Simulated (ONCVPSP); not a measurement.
Building the ONCV potential for Sc (Z = 21) (LDA (Perdew-Zunger), scalar-relativistic).

```json
{
  "Element": "scandium (Sc)",
  "Generator": "ONCVPSP 4.0.1",
  "Type": "optimised norm-conserving Vanderbilt (ONCV)",
  "Functional": "LDA (Perdew-Zunger)",
  "Relativity": "scalar-relativistic",
  "Frozen core": "[Ne]",
  "Valence charge": "11",
  "Reference configuration": "3s2 3p6 3d1 4s1.75 4p0.25",
  "Partial waves": "3s+4s: rc 2.15 bohr, ncon 5, nbas 8, qcut 4.7 1/bohr, 2 projectors; 3p+4p: rc 1.80 bohr, ncon 3, nbas 6, qcut 8.9 1/bohr, 3 projectors, debl 1.9 Ha; 3d: rc 1.80 bohr, ncon 4, nbas 8, qcut 9.4 1/bohr, local; f scattering state at 0.35 Ha: rc 2.35 bohr, ncon 4, nbas 7, qcut 4.2 1/bohr, 3 projectors, debl 3.1 Ha",
  "Local potential": "the d channel",
  "Core correction": "none"
}
```

- Cutoffs needed: 29 Ha and 34 Ha (the cutoffs (Ha) at which the residual kinetic energy of the hardest occupied pseudo-wave falls to 1 and 0.1 mHa per electron)
- Ghost test: no bound ghost flagged; GHOST(+) flagged for s at 292.4 eV
- Largest excitation error: +41 meV (all-electron minus pseudo) for 3s2 3p6 3d0 4s2 4p1, out of 4 test configurations
